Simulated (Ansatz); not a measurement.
Reaction (silylene loss): `O[SiH](O)[SiH2][SiH3]` → `O[SiH](O)[SiH3]` + `[SiH2]`

Gas-phase electronic energies from Ansatz, PBE0-D4/def2-TZVP geometries. CCSD(T)/CBS is the MP2 limit (def2-TZVPP, def2-QZVPP) plus CCSD(T) − MP2 in def2-TZVPP, frozen cores. This one scheme is used for every species. DFT in def2-TZVPP. B3LYP here is the variant with VWN-RPA as its local correlation; programs differ in this. One conformer a species, not always the lowest.

| level | ΔE (kcal/mol) | difference from CCSD(T)/CBS |
| --- | --- | --- |
| PBE-D4 | 62.3 | 3.6 |
| ωB97X-V | 61.2 | 2.5 |
| ωB97M-V | 56.8 | -1.9 |
| B2PLYP | 56.8 | -1.9 |
| r2SCAN | 64.0 | 5.3 |
| B3LYP | 54.4 | -4.3 |
| MP2/def2-TZVPP | 60.7 | 2.0 |
| CCSD/def2-TZVPP | 55.6 | -3.1 |
| CCSD(T)/def2-TZVPP | 57.0 | -1.7 |
| HF/CBS(def2) | 51.7 | -7.0 |
| CCSD(T)/CBS | 58.7 | 0 |

Largest T1 diagnostic among the species: 0.014.

The D4 term adds +3.4 kcal/mol with B3LYP and +1.9 kcal/mol with PBE0; it sums over pairs of atoms, weighted by their polarisabilities, and B3LYP, whose exchange is more repulsive, gets the larger term. In def2-TZVPP, CCSD(T) changes the Hartree–Fock value by +5.3 kcal/mol (the triples alone add +1.4 kcal/mol) and MP2 by +9.0 kcal/mol.
